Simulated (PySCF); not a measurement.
## Electron correlation in Ga⁻ (gallium, charge -1)

[Ar] 3d10 4s2 4p2, high-spin 3P determinant. Calculation: PySCF 2.14, in aug-cc-pVTZ-PP with one added diffuse shell each of s, d, f type with ECP10MDF (7s5p5d3f, 68 functions); a scalar-relativistic core potential. Frozen: 3s2 3p6 3d10; 4 electrons correlated.

| level | correlation energy (mhartree) |
| --- | --- |
| CCSD | -59.72 |
| (T) | -2.45 |
| CCSD(T) | -62.17 |

Diagnostics: T1 = 0.015, D1 = 0.0338, largest double amplitude 0.073.

Q: Is a single reference adequate?

A: Mostly. T1 lies below 0.03, but a double amplitude of this size points to a near-degeneracy that CCSD handles and MP2 describes poorly.
